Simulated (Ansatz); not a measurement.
System: SnCl, charge 0, doublet. SnCl (SMILES [Sn][Cl], doublet).
B3LYP-D3(BJ)/def2-TZVP minimum from Ansatz (a program for electronic structure):
```
Sn
Cl 1 2.3937
```
Charge 0, spin multiplicity 2.

Total energies in def2-QZVPP, 11 correlated electrons, 14 frozen orbitals. Open shells are spin-unrestricted; no spin-orbit coupling. Correlated methods leave the cores frozen (noble-gas shells, and filled d and f shells in the p block). Past Kr the def2 sets carry scalar-relativistic core potentials. Spin-orbit terms, left out, reach several kcal/mol for Br and I, and more for heavier atoms.

```json
[
 {"method": "HF", "program": "Ansatz", "energy (Eh)": "-672.92841", "minus CCSDT(Q) (mEh)": "311.43"},
 {"method": "MP2", "program": "Ansatz", "energy (Eh)": "-673.20059", "minus CCSDT(Q) (mEh)": "39.26"},
 {"method": "CCSD", "program": "Ansatz", "energy (Eh)": "-673.22410", "minus CCSDT(Q) (mEh)": "15.74"},
 {"method": "CCSD(T)", "program": "Ansatz", "energy (Eh)": "-673.23824", "minus CCSDT(Q) (mEh)": "1.60"},
 {"method": "CCSDT(Q)", "program": "Ansatz", "energy (Eh)": "-673.23985", "minus CCSDT(Q) (mEh)": "0.00"}
]
```

Rough core times of Ansatz's runs on a shared machine: CCSD(T) 60 s, CCSDT(Q) 60 min.
